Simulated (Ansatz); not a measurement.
The cluster CoSn₁₂⁺, relaxed as a singlet with RKS PBE-D4/def2-SVP in Ansatz, starting from the GFN2-xTB geometry. Force threshold 0.03 eV/Å.

In the def2 sets Sn takes a core potential; there is no spin–orbit coupling. The restricted singlet is unstable towards broken spin symmetry in Hartree–Fock (as tested in another run); at PBE-D4/def2-SVP this wasn't settled. The structure comes from a short search, and lower isomers may exist.

Start:

```xyz
13

Co    0.0268   -1.5971    3.3595
Sn   -2.6764   -1.5623   -1.5448
Sn    2.4166   -1.2547   -0.8492
Sn   -0.2981   -2.2562   -0.5676
Sn    1.7543   -0.0726    4.0903
Sn    2.0691    0.4913    1.5102
Sn   -1.1692   -3.1091    1.8533
Sn    2.5540    1.8199   -0.9857
Sn    2.6534    3.0987    1.5777
Sn    1.7871   -2.1375    1.8383
Sn   -4.3131    2.1600   -3.1711
Sn   -2.5309    0.3449   -3.5954
Sn   -2.2735    4.0748   -3.5155
```

| step | energy (eV) | largest force component (eV/Å) | SCF passes |
| --- | --- | --- | --- |
| 1 | -107596.6794 | 2.217 | 104 |
| 2 | -107597.5989 | 0.735 | 61 |
| 3 | -107597.8448 | 0.569 | 87 |
| 4 | -107598.0169 | 0.391 | 66 |
| 5 | -107598.1906 | 0.339 | 53 |
| 6 | -107598.4311 | 0.527 | 51 |
| 7 | -107598.7644 | 0.635 | 52 |
| 8 | -107599.1883 | 0.551 | 62 |
| 9 | -107599.8308 | 0.644 | 62 |
| 10 | -107600.4518 | 0.627 | 44 |
| 11 | -107601.0196 | 0.633 | 44 |
| 14 | -107602.0320 | 0.200 | 35 |
| 17 | -107602.3453 | 0.225 | 38 |
| 20 | -107602.8457 | 0.185 | 43 |
| 23 | -107603.1928 | 0.355 | 44 |
| 26 | -107603.7545 | 0.247 | 40 |
| 29 | -107603.8627 | 0.133 | 36 |
| 32 | -107603.9931 | 0.172 | 40 |
| 35 | -107604.0451 | 0.160 | 36 |
| 38 | -107604.1635 | 0.154 | 35 |
| 41 | -107604.4559 | 0.168 | 35 |
| 44 | -107604.8540 | 0.245 | 40 |
| 47 | -107605.2193 | 0.362 | 40 |
| 50 | -107605.3785 | 0.090 | 27 |
| 53 | -107605.3924 | 0.024 | 28 |

Force components are those of the run's own axes.

End:

Cartesian coordinates in Å:
```
Co -0.075 -0.860 1.556
Sn -2.313 -1.484 -0.550
Sn 3.496 -0.742 -1.044
Sn 0.598 -1.342 -1.047
Sn 0.389 0.357 3.616
Sn -0.846 1.169 0.365
Sn -1.728 -2.252 2.546
Sn 1.616 1.569 -2.027
Sn 2.184 0.971 1.116
Sn 1.995 -2.292 1.439
Sn -3.349 1.387 -1.233
Sn -1.070 0.251 -3.027
Sn -0.897 3.268 -1.708
```

Bonds lost: Sn3–Sn6, Sn4–Sn7, Sn5–Sn6, Sn5–Sn10, Sn6–Sn10, Sn7–Sn10 (atoms count from 1). Bonds formed: Co1–Sn2, Co1–Sn4, Co1–Sn9, Sn2–Sn6, Sn2–Sn7, Sn2–Sn11, Sn3–Sn9, Sn4–Sn6 (atoms count from 1). Metal–metal contacts that move far: Co1–Sn6 3.46 to 2.48 Å, Sn6–Sn8 2.87 to 3.46 Å.

No frequencies were taken in this run, so the end may be a saddle point.

It took 4.3 min on 2 threads of AMD EPYC 7R13 on a shared host and a share (18 GiB) of an NVIDIA H100 80GB HBM3, peak host memory 1.1 GiB.
